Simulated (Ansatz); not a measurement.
A nudged elastic band was laid between two geometries of Cl₂H₂OSn (6 atoms, charge 0, multiplicity 1).

These are results of RHF/def2-SVP (Ansatz 0.2.0), not measurements.

- movable images: 9
- climbing image: yes
- spring: 5.0 eV/Å²
- optimiser: quadratic models (default)
- start path: through a guess of the saddle point
- force threshold: 0.03 eV/Å
- iteration limit: 60
- end points: relaxed

Initial state:

```xyz
6
Properties=species:S:1:pos:R:3
Sn 0.185 -0.087 0.487
H -0.254 0.106 2.099
O 2.106 -0.307 0.349
H 2.498 -0.458 -0.498
Cl -0.434 1.747 -0.816
Cl -0.832 -1.952 -0.481
```

Final state:

```xyz
6
Properties=species:S:1:pos:R:3
Sn -0.775 0.552 0.720
H 1.531 -1.164 0.751
O 1.524 -0.222 0.888
H 2.009 0.160 0.164
Cl 0.086 1.465 -1.367
Cl -1.104 -1.745 -0.016
```

Question: What changes between the two ends?

Answer: Bonds broken: Sn1–H2. Bonds formed: H2–O3.

Question: What energy profile does the band end with?

Answer: The forces met the threshold. The highest image is number 4 of 0 to 10, 2.78 eV above the first end and 3.83 eV above the last; the last end lies 1.04 eV below the first. Neighbouring images differ by up to 2.7 eV, so the band resolves the path poorly. A vibrational analysis at the climbing image gives one clearly imaginary mode, 1830i cm⁻¹: a first-order saddle point. The orbitals stay closed-shell, which can raise the energy where a bond breaks towards radicals; this wasn't checked here.

| image | path coordinate (Å) | energy (eV) | Sn1–H2 (Å) | H2–O3 (Å) |
| --- | --- | --- | --- | --- |
| 0 | 0.00 | 0.00 | 1.68 | 2.97 |
| 1 | 0.57 | 0.04 | 1.68 | 2.96 |
| 2 | 1.14 | 0.24 | 1.68 | 2.72 |
| 3 | 1.71 | 1.31 | 1.68 | 2.10 |
| 4 | 2.27 | 2.78 | 1.78 | 1.48 |
| 5 | 2.87 | 0.05 | 2.20 | 0.99 |
| 6 | 3.48 | -0.80 | 2.85 | 0.95 |
| 7 | 4.08 | -0.93 | 3.10 | 0.95 |
| 8 | 4.68 | -0.95 | 3.08 | 0.95 |
| 9 | 5.28 | -1.01 | 3.02 | 0.95 |
| 10 | 5.88 | -1.04 | 2.87 | 0.95 |

Question: What is the geometry of the highest image?

Answer: 
```xyz
6
Properties=species:S:1:pos:R:3
Sn -0.231 0.024 0.409
H 0.955 -0.095 1.735
O 1.843 -0.115 0.547
H 2.536 -0.680 0.220
Cl -0.828 1.784 -1.023
Cl -1.005 -1.871 -0.748
```

Time of the run: 4.1 min on 1 thread of Arm Neoverse V2, with other jobs on the host, peak memory 0.19 GiB.
